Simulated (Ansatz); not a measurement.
Cartesian coordinates in Å:
```
C 1.742 0.324 0.844
B 0.953 -0.370 -0.308
B -0.688 -0.766 -0.248
C -1.858 0.228 -0.559
F -1.039 -2.010 0.116
H 1.719 1.394 0.575
H 1.310 0.244 1.843
H 2.803 0.061 0.875
H 1.546 -0.546 -1.343
H -2.720 -0.280 -1.003
H -1.571 1.073 -1.189
H -2.197 0.648 0.398
```

Charge 0, multiplicity 1.

Problem. List the PBE0/def2-TZVPP orbital energies in eV (Ansatz). (Estimate.)

Solution. The calculation gave: Occupied: -673.79, -277.69, -277.53, -185.27, -184.29, -33.37, -19.87, -19.67, -15.17, -13.73, -12.69, -12.54, -11.83, -11.32, -11.16, -11.14, -10.34, -9.35, -7.58. Lowest empty: -1.29, -0.28, 1.02, 1.83, 2.42, 2.53, 2.98, 3.22.
